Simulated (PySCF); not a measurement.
**MoNI₃: one-bond stretch**

These are results of PBE/[Mo def2-SVP with ECP28, N def2-SVP, I def2-SVP with ECP28], scalar-relativistic core potentials, density fitting, no spin–orbit coupling, PySCF, not measurements.

Rigid scan from the singlet minimum (Mo–I 2.619 Å (×3), Mo–N 1.640 Å; I–Mo–I 113.5° (×3), I–Mo–N 105.1° (×3)). Coordinate: the bond from Mo to the last atom (I) scaled, the rest fixed. Energies in kJ/mol from the minimum.

```csv
scale of one bond,E (kJ/mol),dipole size (D)
0.92,31.1,2.10
0.96,6.7,1.90
1.00,0.0,1.78
1.05,7.7,1.80
1.12,35.2,2.08
1.20,76.7,2.59
1.35,155.3,3.57
1.55,235.9,–
1.80,295.4,–
2.20,335.6,–
```

At long bonds a restricted determinant can lie too high, and another spin state can fall below this curve.

Stability towards spin polarisation was not tested.
